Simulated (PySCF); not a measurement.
## Working out the ionisation energy of Se

Se [Ar] 3d10 4s2 4p4 (3P) → Se⁺ [Ar] 3d10 4s2 4p3 (4S). All numbers are calculated (PySCF 2.14, the spin-free X2C one-electron Hamiltonian (Gaussian nucleus), in x2c-TZVPall (6s5p4d1f, 48 functions)). Frozen: [Ar] 3d10. Energies in hartree (1 hartree = 27.21139 eV):

```json
{"part": "UHF", "Se (lower)": "-2428.066400", "Se⁺ (upper)": "-2427.752446"}
{"part": "CCSD correlation", "Se (lower)": "-0.118554", "Se⁺ (upper)": "-0.089656"}
{"part": "(T)", "Se (lower)": "-0.003584", "Se⁺ (upper)": "-0.002538"}
```

**Question.** What does Hartree-Fock give?

**Answer.** (-2427.752446) − (-2428.066400) = 0.313954 hartree = 8.543 eV.

**Question.** What do CCSD and CCSD(T) give?

**Answer.** The CCSD correlation energies differ by 0.028898 hartree = 0.786 eV and the triples by 0.001046 hartree = 0.028 eV, so CCSD gives 9.329 eV and CCSD(T) 9.357 eV.

Measured between the centres of the two terms (NIST): 9.635 eV, so CCSD(T) (valence) is off by -0.278 eV.

What remains against the reference includes basis incompleteness, the frozen core and higher excitations.
